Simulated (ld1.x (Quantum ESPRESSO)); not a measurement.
**Nb (Z = 41), TM: configuration errors across variants**

* Element: Nb (Z = 41)
* Generator: ld1.x (Quantum ESPRESSO) 7.5
* Type: norm-conserving Troullier–Martins (Kleinman–Bylander form)
* Functional: LDA (PZ)
* Relativity: scalar-relativistic
* Frozen core: [Ar] 3d10 4s2
* Valence charge: 11
* Reference configuration: 4p6 4d4 5s1 5p0
* Partial waves: 5s (bound): rc 3.30 bohr; 4d (bound): rc 1.70 bohr; 4p (bound): rc 1.20 bohr
* Local potential: the p channel
* Core correction: none

All-electron excitation energies from the reference (eV): (1) 4p6 4d4 5s0 5p0 6.916; (2) 4p6 4d3 5s0 5p0 21.192; (3) 4p6 4d2 5s0 5p0 46.126; (4) 4p6 4d3 5s1 5p0 7.210; (5) 4p6 4d4 5s0 5p1 3.048; (6) 4p6 4d4.5 5s0.5 5p0 0.584; (7) 4p5 4d4 5s1 5p0 39.868; (8) 4p6 4d4 5s1 5p0 spin -2.609; (9) 4p6 4d4 5s0 5p0 spin 4.795.

Spin tests fill each open shell by Hund’s rule, majority spin first.

Tests that are not counted but printed errors over 1 eV. “wave 4p (bound): rc 1.20 bohr becomes 4p (bound): rc 0.78 bohr”: 4p5 4d4 5s1 5p0 (solver errors, printed error -1.3 eV). “wave 4p (bound): rc 1.20 bohr becomes 4p (bound): rc 0.98 bohr”: 4p5 4d4 5s1 5p0 (solver errors, printed error -1.8 eV).

A true bound ghost makes a file unfit for plane-wave use even where its test errors are small: the radial tests pick states by their node count and pass the ghost by. Where a test does run into it, the solver fails or the error is huge.

Errors AE − PS in meV (a dash: test not solved or not reliable):

```csv
change,(1),(2),(3),(4),(5),(6),(7),(8),(9),bound ghosts
base,-9.2,+13,+53,-15,+3.0,-4.9,-80,+248,+234,s
wave 4p (bound): rc 1.20 bohr becomes 4p (bound): rc 0.78 bohr,-8.9,+16,+70,+52,+132,-3.3,–,+270,+258,s
wave 4p (bound): rc 1.20 bohr becomes 4p (bound): rc 0.98 bohr,-9.1,+13,+55,+6.6,+9.0,-4.2,–,+250,+237,s
wave 4p (bound): rc 1.20 bohr becomes 4p (bound): rc 1.22 bohr,-9.2,+13,+53,-15,+3.0,-4.9,-80,+248,+234,s
wave 4p (bound): rc 1.20 bohr becomes 4p (bound): rc 1.40 bohr,-9.1,+13,+55,-10,+6.9,-4.7,-71,+249,+236,s
wave 4p (bound): rc 1.20 bohr becomes 4p (bound): rc 1.54 bohr,-9.0,+13,+58,-5.5,+15,-4.4,-63,+251,+238,s
```

(1) Give the same row for: wave 4p (bound): rc 1.20 bohr becomes 4p (bound): rc 1.80 bohr.

## Answers

(1) -9.0, +15, +69, +0.2, +39, -4.1, -57, +257, +244; bound ghosts: s.
